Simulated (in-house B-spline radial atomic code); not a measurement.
A run on Ga4+ (an excited or competing configuration) that did not converge. Method: non-relativistic wB97X, spin-polarised, spherical fractional occupations, point nucleus; computed with an all-electron radial atomic-structure program (B-spline basis).

Command:
```bash
python run_scf.py task.json out
```
Settings:
```
Z                31
configuration    [Ne] 3s2 3p5 3d9 4f1
hamiltonian      nr
method           wb97x
spin_polarised   True
```

First and last ten iterations of the last attempt (damped for 15 steps, keeping 80 % of the old Fock matrix, then DIIS):
```
 iter        energy (Eh)    residual
    1       -1896.514493    7.13e-01
    2       -1905.425938    7.57e-01
    3       -1910.052481    5.18e-01
    4       -1912.440390    3.46e-01
    5       -1913.627424    2.26e-01
    6       -1914.192735    1.45e-01
    7       -1914.451965    9.54e-02
    8       -1914.567563    6.24e-02
    9       -1914.618271    4.17e-02
   10       -1914.640412    2.95e-02
  111       -1914.658782    1.75e-04
  112       -1914.658782    1.71e-04
  113       -1914.658774    3.68e-04
  114       -1914.658790    1.73e-04
  115       -1914.658801    2.45e-04
  116       -1914.658794    2.23e-04
  117       -1914.658793    2.12e-04
  118       -1914.658789    1.59e-04
  119       -1914.658787    1.44e-04
  120       -1914.658786    1.37e-04
 not converged after 120 iterations
```

The smallest residual met was 1.4e-04; the threshold is about 3e-07. Over the last five steps the energy moves by less than 2e-05 hartree, but the orbitals didn't meet the threshold. Time taken, with all properties: 4.8 s on 1 thread of x86-64 server CPU, on a shared host.
